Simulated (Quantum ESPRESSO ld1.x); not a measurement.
Results of a calculation; reference values are marked as such.
All-electron atom: Sc19+ in 1s1.5 2s0.5 (fractional occupations, a model configuration). Level of theory: scalar-relativistic Kohn-Sham, revPBE, spin-unpolarised, spherical densities, point nucleus (ld1.x of Quantum ESPRESSO 7.5).

Radial electron density D(r) = 4 pi r^2 rho(r):

```
   r/bohr * D(r) (the largest magnitude, 17.3, reaches the edge; | marks zero)
 0.006292 |     *
 0.007809 |       *
 0.009691 |           *
  0.01203 |               *
  0.01493 |                     *
  0.01853 |                            *
  0.02299 |                                    *
  0.02854 |                                            *
  0.03542 |                                                  *
  0.04396 |                                                      *
  0.05456 |                                                     *
  0.06771 |                                              *
  0.08403 |                                   *
   0.1043 |                       *
   0.1294 |             *
   0.1607 |       *
   0.1994 |      *
   0.2475 |     *
   0.3071 |    *
   0.3812 |  *
   0.4731 |*
   0.5871 *
   0.7287 *
   0.9044 *
```

D(r) has 1 maximum, at r = 0.0469 bohr.
